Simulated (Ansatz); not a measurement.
`C[NH][Ti]([F])([F])[F]` + H₂Se → `[F][Ti]([F])([F])[SeH]` + CH₃NH₂ at 298.15 K and 1 bar (ligand exchange at a Ti–N bond).

Isolated molecules relaxed with PBE0-D4/def2-TZVP in Ansatz; ΔE leaves out vibrations. CBS: MP2 limit from def2 TZ/QZ plus the TZ coupled-cluster correction, frozen cores. For Se, Ti outer-core shells are correlated without core-valence functions, which leaves a few kJ/mol of doubt a bond. Scalar relativity is left out up to krypton. One conformer a species, not always the lowest.

```tsv
species	CCSD(T)/CBS energy (Eh)	H − E (kJ/mol)	S (J/(mol·K))
`C[NH][Ti]([F])([F])[F]`	-1243.69977	184.1	386.6
H₂Se	-2401.89790	45.8	219.1
`[F][Ti]([F])([F])[SeH]`	-3549.84726	61.2	371.7
CH₃NH₂	-95.75281	180.0	240.4
```

H − E and S are ideal-gas, rigid-rotor, harmonic terms from PBE0-D4/def2-TZVP, for one conformer and one mirror image of each species. 1 Eh = 2625.50 kJ/mol, R = 8.31446 J/(mol·K).

Question: By hand: ΔE, ΔH, ΔS and ΔG.

Answer: ΔE = (-3549.84726) + (-95.75281) − (-1243.69977) − (-2401.89790) = -0.00240 Eh = -6.3 kJ/mol. Δ(H − E) = 61.2 + 180.0 − 184.1 − 45.8 = 11.3, so ΔH = 5.0 kJ/mol. ΔS = 371.7 + 240.4 − 386.6 − 219.1 = 6.4 J/(mol·K). ΔG = 5.0 − 298.15 × (6.4)/1000 = 3.1 kJ/mol.

Question: By hand: the equilibrium constant, and the temperature at which ΔG would vanish if ΔH and ΔS stayed fixed.

Answer: log₁₀ K = −ΔG/(RT ln 10) = -0.5. ΔG = 0 at ΔH/ΔS = 781 K, though so small a ΔH makes that figure unsure.

TΔS isn't small against ΔH here. The sign of ΔG lies within the doubt. A doubt of 5 kJ/mol in ΔE shifts log₁₀ K by 0.9 here. Other conformers and mirror images would add mixing entropy, several J/(mol·K) or more a flexible species. Modes under 60 cm⁻¹, often nearly free rotors, make the harmonic entropy too high. These are equilibria of isolated gas molecules and say nothing of rates. Largest T1 diagnostic: 0.023 (customary marks: 0.02 for closed shells, 0.045 for open ones).
